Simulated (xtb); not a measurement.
hydrogen chloride (HCl), singlet, at a GFN2-xTB geometry; xtb with GFN2-xTB with ALPB(acetonitrile).

Input for xtb:
```
$ xtb mol.xyz --gfn 2 --alpb acetonitrile --json

# file mol.xyz
2

Cl    -0.00000000    -0.00000000    -0.07094563
H      0.00000000     0.00000000     1.20607566
```

Q: Write the output that xtb gives for this input, abridged.

A: 
```
   ID    Z sym.   atoms
    1   17 Cl     1
    2    1 H      2

           -------------------------------------------------
          |                Calculation Setup                |
           -------------------------------------------------

           -------------------------------------------------
          |                 G F N 2 - x T B                 |
           -------------------------------------------------

      * Solvation model:               ALPB
        Solvent                        acetonitrile
        Parameter file                 internal GFN2-xTB/ALPB
        Dielectric constant                3.7500E+01
        Reference state                gsolv [1 M gas/solution]
        Free energy shift                  5.1987E-03 Eh       3.2622E+00 kcal/mol
        Temperature                        2.9815E+02 K
        Density                            7.8600E-01 kg/L
        Solvent mass                       4.1050E+01 g/mol
        Interaction kernel             P16
        Born radius scaling (c1)           1.7214E+00
        Born radii integrator          GBOBC
        Born offset                        0.0000E+00 a0       0.0000E+00 AA
        H-bond correction              true
        Ion screening                  false
        Surface tension                    1.0000E-05 Eh       1.5569E+01 dyn/cm
        Grid points                               230 per atom

          ...................................................
          :                      SETUP                      :
          :.................................................:
          :  # basis functions                  11          :
          :  # atomic orbitals                  10          :
          :  # shells                            4          :
          :  # electrons                         8          :
          :  max. iterations                   250          :
          :  Hamiltonian                  GFN2-xTB          :
          :  restarted?                      false          :
          :  GBSA solvation                   true          :
          :  PC potential                    false          :
          :  electronic temp.          300.0000000     K    :
          :  accuracy                    1.0000000          :
          :  -> integral cutoff          0.2500000E+02      :
          :  -> integral neglect         0.1000000E-07      :
          :  -> SCF convergence          0.1000000E-05 Eh   :
          :  -> wf. convergence          0.1000000E-03 e    :
          :  Broyden damping             0.4000000          :
          :  net charge                          0          :
          :  unpaired electrons                  0          :
          ...................................................

 iter      E             dE          RMSdq      gap      omega  full diag
   1     -5.0633875 -0.506339E+01  0.387E+00    9.30       0.0  T
   2     -5.0645188 -0.113126E-02  0.243E+00    9.22       1.0  T
   3     -5.0655851 -0.106630E-02  0.942E-01    9.23       1.0  T
   4     -5.0661964 -0.611343E-03  0.547E-01    9.36       1.0  T
   5     -5.0666448 -0.448439E-03  0.231E-01    9.67       1.0  T
   6     -5.0666654 -0.206026E-04  0.272E-02    9.61       2.6  T
   7     -5.0666658 -0.356134E-06  0.890E-03    9.60       7.9  T
   8     -5.0666658 -0.259809E-08  0.449E-04    9.60     157.4  T
   9     -5.0666658 -0.236521E-09  0.308E-04    9.60     229.8  T

   *** convergence criteria satisfied after 9 iterations ***

         :::::::::::::::::::::::::::::::::::::::::::::::::::::
         ::                     SUMMARY                     ::
         :::::::::::::::::::::::::::::::::::::::::::::::::::::
         :: total energy              -5.059451829207 Eh    ::
         :: total w/o Gsasa/hb        -5.055523774648 Eh    ::
         :: gradient norm              0.001775872737 Eh/a0 ::
         :: HOMO-LUMO gap              9.603230657635 eV    ::
         ::.................................................::
         :: SCC energy                -5.066665797871 Eh    ::
         :: -> isotropic ES            0.018188350256 Eh    ::
         :: -> anisotropic ES         -0.007369158951 Eh    ::
         :: -> anisotropic XC         -0.008754541981 Eh    ::
         :: -> dispersion             -0.000087014128 Eh    ::
         :: -> Gsolv                  -0.008285976079 Eh    ::
         ::    -> Gelec               -0.004357921520 Eh    ::
         ::    -> Gsasa               -0.004756383688 Eh    ::
         ::    -> Ghb                 -0.004370325623 Eh    ::
         ::    -> Gshift               0.005198654751 Eh    ::
         :: repulsion energy           0.007213968664 Eh    ::
         :: add. restraining           0.000000000000 Eh    ::
         :: total charge              -0.000000000000 e     ::
         :::::::::::::::::::::::::::::::::::::::::::::::::::::

           -------------------------------------------------
          |                Property Printout                |
           -------------------------------------------------

    * Orbital Energies and Occupations

         #    Occupation            Energy/Eh            Energy/eV
      -------------------------------------------------------------
         1        2.0000           -1.0593583             -28.8266
         2        2.0000           -0.5188427             -14.1184
         3        2.0000           -0.4359183             -11.8619
         4        2.0000           -0.4359183             -11.8619 (HOMO)
         5                         -0.0830061              -2.2587 (LUMO)
         6                          0.0199822               0.5437
         7                          0.0199822               0.5437
         8                          0.0266702               0.7257
         9                          0.0266702               0.7257
        10                          0.2247641               6.1161
      -------------------------------------------------------------
                  HL-Gap            0.3529122 Eh            9.6032 eV
             Fermi-level           -0.2594622 Eh           -7.0603 eV

     #   Z          covCN         q      C6AA      α(0)
     1  17 Cl       0.844    -0.410   112.460    16.223
     2   1 H        0.844     0.410     0.463     1.067

 Mol. C6AA /au·bohr⁶  :        127.344657
 Mol. C8AA /au·bohr⁸  :       5021.707282
 Mol. α(0) /au        :         17.289856

Wiberg/Mayer (AO) data.
largest (>0.10) Wiberg bond orders for each atom

 ---------------------------------------------------------------------------
     #   Z sym  total        # sym  WBO       # sym  WBO       # sym  WBO
 ---------------------------------------------------------------------------
     1  17 Cl   0.832 --     2 H    0.832
     2   1 H    0.832 --     1 Cl   0.832
 ---------------------------------------------------------------------------

Topologies differ in total number of bonds
Writing topology from bond orders to xtbtopo.mol

molecular dipole:
                 x           y           z       tot (Debye)
 q only:        0.000       0.000       0.989
   full:       -0.000       0.000       0.449       1.142
molecular quadrupole (traceless):
                xx          xy          yy          xz          yz          zz
 q only:       -1.060       0.000      -1.060       0.000       0.000       2.121
  q+dip:       -1.274       0.000      -1.274       0.000      -0.000       2.548
   full:       -1.499      -0.000      -1.499      -0.000      -0.000       2.998

           -------------------------------------------------
          | TOTAL ENERGY               -5.059451829207 Eh   |
          | GRADIENT NORM               0.001775872737 Eh/α |
          | HOMO-LUMO GAP               9.603230657635 eV   |
           -------------------------------------------------

normal termination of xtb
```
